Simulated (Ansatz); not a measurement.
Program: Ansatz. Geometries: PBE0-D4/def2-TZVP. ΔE: electronic, gas phase. CCSD(T)/CBS is the MP2 limit (def2-TZVPP, def2-QZVPP) plus CCSD(T) − MP2 in def2-TZVPP, frozen cores. For Se outer-core shells are correlated without core-valence functions, which leaves a few kJ/mol of doubt a bond. Scalar relativity is left out up to krypton. Each species was taken in one conformer, which may not be the lowest.

`N[SiH2]CBCl` + H₂Se → `N[SiH2][SeH]` + `CBCl`  (ligand exchange at the Si–C bond)

```csv
species,SCS-MP2/def2-TZVPP energy (Eh)
`N[SiH2]CBCl`,-870.47204
H₂Se,-2401.28007
`N[SiH2][SeH]`,-2746.84107
`CBCl`,-524.93166
```

(1) Work out ΔE.

Largest T1 diagnostic among the species: 0.011.

Answers

(1) ΔE = (-2746.84107) + (-524.93166) − (-870.47204) − (-2401.28007) = -0.02062 Eh = -0.56 eV. CCSD(T)/CBS gives -0.58 eV.

The D4 term adds +0.05 eV with B3LYP and +0.03 eV with PBE0; it sums over pairs of atoms, weighted by their polarisabilities, and B3LYP, whose exchange is more repulsive, gets the larger term. In def2-TZVPP, CCSD(T) changes the Hartree–Fock value by +0.12 eV (the triples alone add +0.01 eV) and MP2 by +0.09 eV.

B3LYP here is the variant with VWN-RPA as its local correlation; programs differ in this.
